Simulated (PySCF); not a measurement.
# Vibration and rotation of YF

RHF-CCSD(T) constants of YF, ¹Σ⁺ (singlet), closed shell (PySCF, scalar-relativistic core potentials, basis sets Y def2-TZVPP with ECP28, F def2-TZVPP; masses 88.9058 and 18.9984 u):

- ωe: 626.7 cm⁻¹
- ωexe: 2.55 cm⁻¹
- Be: 0.28494 cm⁻¹
- αe: 0.00163 cm⁻¹
- D (centrifugal): 2.36e-07 cm⁻¹
- De to Y (4d1 5s2) + F: 6.96 eV

Q: Give the vibrational terms G(v) and spacings up to v = 6.

A: G(v) = ωe(v+½) − ωexe(v+½)².

| v | G(v) (cm⁻¹) | G(v) − G(v−1) | Bv (cm⁻¹) |
| --- | --- | --- | --- |
| 0 | 312.7 |  | 0.2841 |
| 1 | 934.3 | 621.6 | 0.2825 |
| 2 | 1550.8 | 616.5 | 0.2809 |
| 3 | 2162.2 | 611.4 | 0.2792 |
| 4 | 2768.5 | 606.3 | 0.2776 |
| 5 | 3369.7 | 601.2 | 0.2760 |
| 6 | 3965.8 | 596.1 | 0.2743 |

Q: How well does the Morse estimate ωe²/(4ωexe) reproduce De, and what is D0?

A: It gives 4.77 eV, 69 % of the computed De. D0 = De − G(0) = 6.96 − 0.04 = 6.92 eV.

Correlated steps freeze 1 core orbital. Spin–orbit coupling is left out, which matters for elements this heavy, above all for dissociation energies. Where the molecule has an RHF reference, its open-shell atoms are computed with UHF.
